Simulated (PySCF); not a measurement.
C$_{2}$H$_{7}$S (SMILES C[SH+]C), charge +1, singlet, at a GFN2-xTB geometry, with bond 9-3 at 1.8 times its length; PySCF with HF/6-31G*.

PySCF was given this input:
```python
from pyscf import gto, scf

mol = gto.Mole()
mol.atom = '''
    C    -0.11110787    1.39730467   -0.53138148
    S     0.19691423    0.00535497    0.59144365
    C    -0.09779125   -1.40608199   -0.51043303
    H    -0.14836913    2.30887968    0.05988448
    H     0.72614240    1.46099414   -1.22229824
    H    -1.04014948    1.26328669   -1.07668782
    H    -0.12643319   -2.30903220    0.09439206
    H    -1.02802536   -1.28905959   -1.05761529
    H     1.41036854   -1.52497366   -1.75233812
    H    -1.02047342    0.00404859    1.19049374
'''
mol.basis = '6-31g*'
mol.charge = 1
mol.verbose = 4
mol.build()

mf = scf.RHF(mol)
mf.kernel()
mo_i, mo_e, stable_i, stable_e = mf.stability(internal=True, external=True, return_status=True, nroots=6, tol=1e-6)
print('internally stable:', stable_i, ' externally stable:', stable_e)
if not stable_e:
    umf = mf.to_uhf() if not hasattr(mf, 'xc') else mf.to_uks()
    umf.scf_summary = {}
    umf.kernel(umf.make_rdm1(mo_e, umf.mo_occ))
mf.analyze()
```

What the program printed (banner, timings and long lists left out):

```
PySCF version 2.14.0

[INPUT] verbose = 4
[INPUT] num. atoms = 10
[INPUT] num. electrons = 34
[INPUT] charge = 1
[INPUT] spin (= nelec alpha-beta = 2S) = 0
[INPUT] symmetry False subgroup None
[INPUT] Mole.unit = angstrom
[INPUT] Symbol           X                Y                Z      unit          X                Y                Z       unit  Magmom
[...]
nuclear repulsion = 118.131717534288
number of shells = 34
number of NR pGTOs = 133
number of NR cGTOs = 60
basis = 6-31g*
ecp = {}

******** <class 'pyscf.scf.hf.RHF'> ********
method = RHF
initial guess = minao
damping factor = 0
level_shift factor = 0
DIIS = <class 'pyscf.scf.diis.CDIIS'>
diis_start_cycle = 1
diis_space = 8
diis_damp = 0
SCF conv_tol = 1e-09
SCF conv_tol_grad = None
SCF max_cycles = 50
direct_scf = True
direct_scf_tol = 1e-13
Set gradient conv threshold to 3.16228e-05
Initial guess from minao.
init E= -477.240019365643
cycle= 1 E= -476.81704062708  delta_E= 0.423  |g|= 0.469  |ddm|=  2.5
cycle= 2 E= -476.886445895886  delta_E= -0.0694  |g|= 0.224  |ddm|= 0.747
cycle= 3 E= -476.900584122122  delta_E= -0.0141  |g|= 0.0507  |ddm|= 0.222
cycle= 4 E= -476.901640975174  delta_E= -0.00106  |g|= 0.0157  |ddm|= 0.0724
cycle= 5 E= -476.901736893908  delta_E= -9.59e-05  |g|= 0.0033  |ddm|= 0.0213
cycle= 6 E= -476.901744058124  delta_E= -7.16e-06  |g|= 0.000904  |ddm|= 0.00778
cycle= 7 E= -476.901744560216  delta_E= -5.02e-07  |g|= 0.000261  |ddm|= 0.00188
cycle= 8 E= -476.901744619746  delta_E= -5.95e-08  |g|= 7.4e-05  |ddm|= 0.000793
cycle= 9 E= -476.901744623993  delta_E= -4.25e-09  |g|= 1.95e-05  |ddm|= 0.000201
cycle= 10 E= -476.901744624303  delta_E= -3.09e-10  |g|= 4.82e-06  |ddm|= 5.61e-05
Extra cycle  E= -476.901744624318  delta_E= -1.56e-11  |g|= 2.01e-06  |ddm|= 9.83e-06
converged SCF energy = -476.901744624318
rhf_internal: lowest eigs of H = [1.23305711 1.27627982 1.37932004 1.38649627 1.42497194 1.45962939]
<class 'pyscf.scf.hf.RHF'> wavefunction is stable in the internal stability analysis
rhf_real2complex: lowest eigs of H = [0.1918498  0.29446823 0.30536778 0.31707505 0.32846861 0.34091335]
<class 'pyscf.scf.hf.RHF'> wavefunction is stable in the real -> complex stability analysis
rhf_external: lowest eigs of H = [-0.11098584  0.18824435  0.19206633  0.21783478  0.25995354  0.28204622]
<class 'pyscf.scf.hf.RHF'> wavefunction has an RHF/RKS -> UHF/UKS instability
internally stable: True  externally stable: False

******** <class 'pyscf.scf.uhf.UHF'> ********
method = UHF
initial guess = minao
damping factor = 0
level_shift factor = 0
DIIS = <class 'pyscf.scf.diis.CDIIS'>
diis_start_cycle = 1
diis_space = 8
diis_damp = 0
SCF conv_tol = 1e-09
SCF conv_tol_grad = None
SCF max_cycles = 50
direct_scf = True
direct_scf_tol = 1e-13
number electrons alpha = 17  beta = 17
Set gradient conv threshold to 3.16228e-05
init E= -476.743845412048
cycle= 1 E= -476.892579129569  delta_E= -0.149  |g|= 0.136  |ddm|= 0.507
cycle= 2 E= -476.916700768512  delta_E= -0.0241  |g|= 0.0536  |ddm|= 0.211
cycle= 3 E= -476.921261581659  delta_E= -0.00456  |g|= 0.0276  |ddm|= 0.097
cycle= 4 E= -476.922472001141  delta_E= -0.00121  |g|= 0.00489  |ddm|= 0.0703
cycle= 5 E= -476.922508306323  delta_E= -3.63e-05  |g|= 0.00167  |ddm|= 0.0127
cycle= 6 E= -476.922512764906  delta_E= -4.46e-06  |g|= 0.000904  |ddm|= 0.00322
cycle= 7 E= -476.922514568403  delta_E= -1.8e-06  |g|= 0.000433  |ddm|= 0.0023
cycle= 8 E= -476.922515169314  delta_E= -6.01e-07  |g|= 0.000175  |ddm|= 0.00163
cycle= 9 E= -476.92251527287  delta_E= -1.04e-07  |g|= 6.53e-05  |ddm|= 0.000746
cycle= 10 E= -476.922515284878  delta_E= -1.2e-08  |g|= 2.97e-05  |ddm|= 0.000248
cycle= 11 E= -476.922515287176  delta_E= -2.3e-09  |g|= 1.34e-05  |ddm|= 0.000112
cycle= 12 E= -476.922515287631  delta_E= -4.55e-10  |g|= 5.5e-06  |ddm|= 5.26e-05
Extra cycle  E= -476.922515287676  delta_E= -4.55e-11  |g|= 3.62e-06  |ddm|= 1.03e-05
converged SCF energy = -476.922515287676  <S^2> = 0.60712366  2S+1 = 1.8516195
**** SCF Summaries ****
Total Energy =                        -476.901744624318326
Nuclear Repulsion Energy =             118.131717534288455
One-electron Energy =                 -881.669491396983517
Two-electron Energy =                  286.636029238376750
Two-electron Coulomb Energy =          324.076055124960817
DFT Exchange-Correlation Energy =      -37.440025886584067
**** MO energy ****
[...]
 ** Mulliken pop on meta-lowdin orthogonal AOs  **
 ** Mulliken pop  **
 ** Mulliken atomic charges  **
charge of    0C =     -0.33687
charge of    1S =      0.64222
charge of    2C =     -0.32264
charge of    3H =      0.15820
charge of    4H =      0.15704
charge of    5H =      0.14713
charge of    6H =      0.16661
charge of    7H =      0.15604
charge of    8H =      0.11309
charge of    9H =      0.11918

WARN: System has nonzero charge 1; the dipole moment is origin-dependent.
Location of origin: [0. 0. 0.]

Dipole moment(X, Y, Z, Debye): -0.87528, -0.02345, -0.28766
```
